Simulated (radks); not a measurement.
Values are calculated unless marked as measured or tabulated.
Neutral iron, configuration [Ar] 3d5 4s2 4f1 (not the ground configuration). Level of theory: non-relativistic Kohn-Sham, BP86, spin-unpolarised, spherical densities, point nucleus (a radial shooting solver on a logarithmic mesh with Libxc functionals). Some entries of the table are withheld. Estimate them.

| orbital | occ. | eigenvalue (hartree) | r(max) (bohr) | <1/r> (bohr^-1) |
|---|---|---|---|---|
| 1s | 2 | -255.3871 | 0.03895 | (1) |
| 2s | 2 | -30.17734 | 0.2252 | 5.464 |
| 2p | 6 | -26.11249 | 0.1810 | (2) |
| 3s | 2 | -3.87484 | (3) | (4) |
| 3p | 6 | -2.68120 | 0.7126 | 1.614 |
| 3d | 5 | -0.74676 | 0.6943 | (5) |
| 4s | 2 | (6) | 2.210 | 0.5048 |
| 4f | 1 | -0.01800 | 15.47 | 0.06338 |

Answer. 
(1) 1s <1/r> (bohr^-1): 25.52
(2) 2p <1/r> (bohr^-1): 5.416
(3) 3s r(max) (bohr): 0.7058
(4) 3s <1/r> (bohr^-1): 1.735
(5) 3d <1/r> (bohr^-1): 1.289
(6) 4s eigenvalue (hartree): -0.45459
